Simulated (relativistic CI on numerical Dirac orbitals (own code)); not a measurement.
# Sr¹⁷⁺: sensitivity of the levels to the model

Base calculation: Dirac-Coulomb-Breit CI, KLI orbitals optimised for each configuration, model QED (radiative potential, 1s self-energy scaled to tabulated hydrogen-like ionisation energies), unscaled Slater integrals.

Configuration list (outside the closed core [Ne]): 3s²3p⁶3d³, 3s²3p⁵3d⁴, 3s3p⁶3d⁴, 3s²3p⁶3d²4s, 3s²3p⁶3d²4p, 3s²3p⁶3d²4d, 3s²3p⁶3d²4f, 3s²3p⁵3d³4s, 3s²3p⁵3d³4p, 3s²3p⁶3d4s4p, 3s²3p⁶3d²5s, 3p⁶3d⁵, 3p⁵3d⁶, 3s²3p⁶3d4s², 3s²3p⁶4s²4p, 3s²3p⁶4s²4d, 3s²3p⁶4s²4f, 3s²3p⁶3d4p², 3s²3p⁶4s4p², 3s²3p⁶4p³, 3s²3p⁶4p²4d, 3s²3p⁶4p²4f. Double excitations out of closed p, d and f shells are left out; levels of such configurations are missing from the list, as are those of other unlisted configurations, and high levels can miss mixing partners. These lack a partner that the ground configuration has and come out too high: 3s²3p⁵3d³4s, 3s²3p⁵3d³4p.

Variants: (1) configuration mixing switched off; (2) one mean potential for all configurations. Shifts of the energy above 3s²3p⁶3d³ ⁴F3/2, in cm⁻¹, for the lowest level and the first level of each name with at least 55 % of one term (blank where a level changes its place among those of its configuration and J or its character, or is not in the variant):

```csv
Level,Base,Δ(1),Δ(2)
3s²3p⁶3d³ ⁴F3/2,0.0,0.0,0.0
3s²3p⁶3d³ ⁴F5/2,8332.6,-55.7,+11.7
3s²3p⁶3d³ ⁴F7/2,17379.2,-57.6,+21.8
3s²3p⁶3d³ ⁴F9/2,26174.9,-0.8,+28.5
3s²3p⁶3d³ ⁴P3/2,51274.9,+2354.3,-19.5
3s²3p⁶3d³ ⁴P1/2,53527.9,+2580.6,-10.1
3s²3p⁶3d³ ²G7/2,61889.2,+700.1,-3.5
3s²3p⁶3d³ ⁴P5/2,66065.5,+2809.4,+5.8
3s²3p⁶3d³ ²P1/2,82203.8,+1357.9,-13.6
3s²3p⁶3d³ ²H11/2,88564.4,-1219.6,+1.0
3s²3p⁶3d³ ²H9/2,90530.9,-422.9,+11.7
3s²3p⁶3d³ ²D5/2,93363.4,+3511.0,+2.0
3s²3p⁶3d³ ²P3/2,103082.9,+1881.9,+7.7
3s²3p⁶3d³ ²F7/2,128577.0,+2424.1,-24.1
```

At this charge energies of transitions that change n are usually good to better than 1 %, and those within a shell (Δn = 0) to a few per cent. Terms inside the open d or f shell come out 10 to 20 % too wide with unscaled integrals.

Ionisation energy from the two ground configurations alone: base 665.324 eV. The NIST ASD value (theoretical) is 665 eV.

LS names give the leading component of a level, which can be under half, so a name can repeat, a term be missing and a line seem to break the LS rules.
